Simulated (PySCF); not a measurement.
A calculated (LDA, PySCF 2.14, aug-cc-pVTZ-DK3, the spin-free X2C one-electron Hamiltonian (Gaussian nucleus)) atom or ion has these occupied shells.

| shell | electrons | orbital energy (eV) | rms radius, mean of both spins (bohr) |
| --- | --- | --- | --- |
| 1s α | 1 | -32894.3 | 0.0311 |
| 1s β | 1 | -32894.1 | 0.0311 |
| 2s α | 1 | -5103.4 | 0.127 |
| 2s β | 1 | -5103.3 | 0.127 |
| 2p α | 3 | -4590.2 | 0.113 |
| 2p β | 3 | -4590.0 | 0.113 |
| 3s α | 1 | -1047.7 | 0.336 |
| 3s β | 1 | -1047.6 | 0.336 |
| 3p α | 3 | -880.81 | 0.336 |
| 3p β | 3 | -880.67 | 0.336 |
| 3d α | 5 | -628.00 | 0.314 |
| 3d β | 5 | -627.87 | 0.314 |
| 4s α | 1 | -201.88 | 0.787 |
| 4s β | 1 | -201.57 | 0.787 |
| 4p α | 3 | -149.29 | 0.845 |
| 4p β | 3 | -148.93 | 0.845 |
| 4d α | 5 | -72.179 | 0.993 |
| 4d β | 5 | -71.603 | 0.993 |
| 5s α | 1 | -37.942 | 1.97 |
| 5p α | 3 | -26.195 | 2.31 |
| 5p β | 1 | -23.990 | 2.31 |

(1) Name the element and its charge.

Results:

(1) I²⁺ (iodine, charge +2), in [Kr] 4d10 5s1 5p4, high-spin 4P determinant (an excited configuration).
